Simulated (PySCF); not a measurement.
BH3Se3, SMILES [SeH]B([SeH])[SeH].

Coordinates come from a B3LYP-D3(BJ)/def2-SVP optimisation. Other conformers were not sampled.

All values below come from PBE/def2-TZVP (PySCF).

The molecule is in vacuum.

Computed frontier levels, gap, dipole moment and polarisability:
```yaml
highest_occupied_level: -6.01 eV
lowest_empty_level: -1.91 eV
orbital_gap: 4.10 eV
dipole_moment: 1.08 D
quadrupole, principal values (traceless, Buckingham form, about the centre of nuclear charge): -7.46, -1.45, 8.92 D·Å
mean_static_polarisability: 98.2 bohr³ (14.56 Å³)
polarisability_principal_values: 66.6, 112.0, 116.2 bohr³
```
